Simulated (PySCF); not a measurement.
B(F)(H)(SeH) (BFH2Se), SMILES FB[SeH].

Geometry: B3LYP-D3(BJ)/def2-TZVP. The values are those of a single conformer.

These are TDDFT-B3LYP/def2-SVPD (PySCF) values and carry that method's errors.

Vertical excitations. The molecule is in vacuum. State labels are in the subgroup Cs.

Computed lowest excited states:
| state | symmetry | energy (eV) | λ (nm) | f | main pairs |
|---|---|---|---|---|---|
| S1 | A" | 5.79 | 214 | 0.016 | HOMO→LUMO+1 97 % |
| S2 | A' | 5.84 | 212 | 0.129 | HOMO→LUMO 94 % |
| S3 | A" | 6.19 | 200 | 0.000 | HOMO−1→LUMO 98 % |
| S4 | A" | 6.85 | 181 | 0.067 | HOMO→LUMO+2 97 % |
| S5 | A' | 7.21 | 172 | 0.012 | HOMO−1→LUMO+1 98 % |
| S6 | A" | 7.53 | 165 | 0.017 | HOMO→LUMO+3 98 % |
| S7 | A" | 7.74 | 160 | 0.012 | HOMO→LUMO+4 97 % |
| S8 | A' | 8.02 | 155 | 0.002 | HOMO→LUMO+5 97 % |
| S9 | A" | 8.36 | 148 | 0.023 | HOMO−2→LUMO 67 %, HOMO→LUMO+6 30 % |
| S10 | A' | 8.38 | 148 | 0.328 | HOMO−1→LUMO+2 92 % |
| T1 | A' | 4.62 | 269 | 0 | HOMO→LUMO 99 % |
| T2 | A" | 5.38 | 230 | 0 | HOMO→LUMO+1 91 % |
| T3 | A" | 5.68 | 218 | 0 | HOMO−1→LUMO 94 % |
| T4 | A' | 6.59 | 188 | 0 | HOMO−1→LUMO+1 88 % |
Triplets are in the Tamm–Dancoff approximation, which puts them higher than full response would, so one can lie above its singlet here.
